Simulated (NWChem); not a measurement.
Species: BH2OF; SMILES OBF

```xyz
5

B     -0.4324    -0.0285     0.0000
H     -1.6513    -0.0366     0.0000
F      0.2230    -1.1901     0.0000
O      0.3139     1.1028     0.0000
H     -0.2390     1.9032     0.0000
```
Atoms are numbered in this order, from 1.

Results from NWChem. Pople sets run with spherical d functions. Structure relaxed at the PBE-D3(BJ)/def2-SVP level. Vzz is the largest principal value of the second derivative of the potential at the nucleus (NWChem prints the opposite sign); η is the asymmetry. Non-relativistic.

Task: Order these runs by computing time, cheapest first, and give rough ratios: CAM-B3LYP/cc-pVTZ; PBE0/cc-pVTZ; PBE0/6-31G*.

Result: PBE0/6-31G* (1), PBE0/cc-pVTZ (6), CAM-B3LYP/cc-pVTZ (20). Ratios are rough, from one shared machine; the cheapest took around 4 core-seconds (rough). What differs between the cheapest and the dearest: Vzz B1 (a.u.) 0.318 → 0.377; η B1 0.46 → 0.41; Vzz O4 (a.u.) 1.230 → 1.237; η O4 0.14 → 0.06.
